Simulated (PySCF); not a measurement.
Two-component Hartree-Fock for Tl (thallium, neutral)

Start: [Xe] 4f14 5d10 6s2 6p1; 6p3/2 filled at m_j = +3/2. Calculated with PySCF 2.14 in x2c-TZVPall-2c (11s11p9d3f, 110 functions): generalised Hartree-Fock with the X2C-1e Hamiltonian and a Gaussian nucleus; spin-orbit coupling (SO) screened by Boettger's factors. This is a chosen level, not necessarily the ground level.

```tsv
spinor shell	electrons	ε, screened SO (eV)	weight of nominal j (screened SO)	rms radius, screened SO (bohr)
1s1/2	2	-85980.6	1.000	0.0184
2s1/2	2	-15461.3	1.000	0.0743
2p1/2	2	-14817.2	1.000	0.0628
2p3/2	4	-12746.4	1.000	0.0710
3s1/2	2	-3761.4	1.000	0.189
3p1/2	2	-3471.8	1.000	0.181
3p3/2	4	-3004.9	1.000	0.197
3d3/2	4	-2532.9	1.000	0.173
3d5/2	6	-2433.6	1.000	0.178
4s1/2	2	-878.02	1.000	0.416
4p1/2	2	-752.17	1.000	0.420
4p3/2	4	-637.09	1.000	0.454
4d3/2	4	-431.57	1.000	0.465
4d5/2	6	-409.49	1.000	0.476
5s1/2	2	-152.99	1.000	0.942
4f5/2	6	-141.46	1.000	0.509
4f7/2	8	-136.90	1.000	0.511
5p1/2	2	-108.62	1.000	1.02
5p3/2	4	-87.732	1.000	1.11
5d3/2	4	-24.650	1.000	1.44
5d5/2	6	-22.166	1.000	1.51
6s1/2	2	-12.362	0.999	2.75
6p3/2	1	-4.845	1.000	4.26
```

| quantity | screened SO |
| --- | --- |
| E (hartree) | -20265.10459 |
| M_J | 3/2 |
| ⟨J²⟩ | 3.760 |
| ⟨L²⟩ | 2.199 |
| ⟨S²⟩ | 0.947 |

Each row is a mean over spinors that exchange with the open shell spreads, by up to 1.210 eV (6s1/2).

Breit and QED terms are absent; they matter most for the inner s and p1/2 levels.

Densities and radii are taken from the X2C orbitals without a picture-change correction, which distorts them close to the nucleus.
